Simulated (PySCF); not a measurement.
Si(F)2(Me)(NCO) (C₂H₃F₂NOSi), SMILES C[Si](F)(F)N=C=O. Atoms are numbered in the order given.

```xyz
10

C      1.5987    -1.5565     0.0000
Si    -0.0524    -0.7429     0.0000
F     -0.9147    -1.1834    -1.2910
F     -0.9147    -1.1834     1.2910
N      0.0590     0.9556     0.0000
C      0.0782     2.1564     0.0000
O      0.1107     3.3239     0.0000
H      2.1730    -1.2628     0.8923
H      1.4936    -2.6525     0.0000
H      2.1730    -1.2628    -0.8923
```

Geometry: B3LYP-D3(BJ)/def2-SVP. Other conformers were not sampled.

Two levels are set side by side: PBE/pcSseg-1 (PySCF) and PBE0/pcSseg-1 (PySCF). GIAO shifts against CFCl3 (¹⁹F), H2O (¹⁷O), NH3 (¹⁵N), TMS (²⁹Si), TMS (¹H), TMS (¹³C) at the same level; non-relativistic, no solvent, atoms listed together averaged. Differences are taken from unrounded values.

```csv
quantity,PBE0,PBE,PBE minus PBE0
δ(¹³C) of C1 (ppm),-2.1,-2.3,-0.1
δ(²⁹Si) of Si2 (ppm),-49.7,-50.9,-1.2
"δ(¹⁹F) of F3, F4 (ppm)",-143.1,-158.9,-15.7
δ(¹⁵N) of N5 (ppm),52.0,57.0,4.9
δ(¹³C) of C6 (ppm),125.9,120.2,-5.7
δ(¹⁷O) of O7 (ppm),144.7,148.8,4.1
"δ(¹H) of H8, H9, H10 (ppm)",0.72,0.64,-0.07
```

Rough cost on one machine, each run with all the roots and properties that it gave: PBE0 against PBE within a factor of 2.
